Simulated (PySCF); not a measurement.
Species: C3H12BP.
SMILES: `[BH3-][P+](C)(C)C`

Linear response at CAM-B3LYP/def2-SVPD (PySCF, frozen core in the response, non-relativistic). Isolated species at its PBE0-D3(BJ)/def2-SVP geometry, gas phase.

Static isotropic polarisability: 81.95 au (12.14 Å³), principal values 79.7, 79.8, 86.3 au.

Q: What is the polarisability at 1064 nm and at the sodium D line?

A: 82.63 au at 1064 nm (+0.8 %), 84.24 au at 589.3 nm (+2.8 %). The rise at 589.3 nm is 3.35 times that at 1064 nm; a pure ω² law gives 3.26. The lowest singlet lies at 163 nm, shorter than both wavelengths.

Q: What is the isotropic C6 coefficient between two such molecules, C6 = (3/π)∫α(iω)² dω?

A: 2629 au (Eh·bohr⁶) by a ten-point quadrature over imaginary frequencies, which is 1570 eV·Å⁶ or 152 J·nm⁶/mol.

Q: Which effective excitation energy ω̄ makes London's formula C6 = (3/4)α²ω̄ exact here?

A: ω̄ = 4·C6/(3α²) = 0.522 Eh = 14.2 eV. A one-pole form α(ω) = α/(1 − ω²/ω̄²) fitted to the 1064 nm value gives 12.8 eV.

Q: What three-body coefficient follows from the one-pole estimate C9 = (3/4)·α·C6?

A: 162000 au. This is an estimate from the two numbers above, not a computed integral.

Q: What does −C6/R⁶ come to at R = 12 Å between centres?

A: -51 J/mol. This is the leading, orientation-averaged term; C8 and higher terms are left out.

Q: What molar refraction at the D line follows from R = (4π/3)·N_A·α′, with α′ the polarisability volume?

A: α′ = 12.48 Å³ gives R = 31.49 cm³/mol, for isolated, non-vibrating species.

Q: How anisotropic is the static polarisability, by Δα² = ½[(α1 − α2)² + (α2 − α3)² + (α3 − α1)²]?

A: Δα = 6.6 au, or 0.08 of the isotropic value.

Q: How many electrons N does the Slater–Kirkwood formula C6 = (3/4)·√N·α^(3/2) need to give this C6?

A: N = (4·C6/3)²/α³ = 22.3; the species has 50 electrons in all.

Q: The lowest 6 singlets have (eV, f): 7.60, 0.045; 7.85, 0.062; 7.85, 0.061; 8.34, 0.024; 8.35, 0.027; 8.62, 0.000. What share of the static polarisability do they carry in the sum over states α = Σ f/ω²?

A: 2.59 au, 3.2 % of α; the largest term, 0.74 au, is that of the state at 7.85 eV. Their oscillator strengths add up to 0.22. Higher states carry the rest.

Hardware: Arm Neoverse V1, one thread, shared host. Cost: 35 s of wall time (with the writing of density and orbital grids), 1.0 GiB resident at most. This is the whole response run at CAM-B3LYP/def2-SVPD, SCF included.
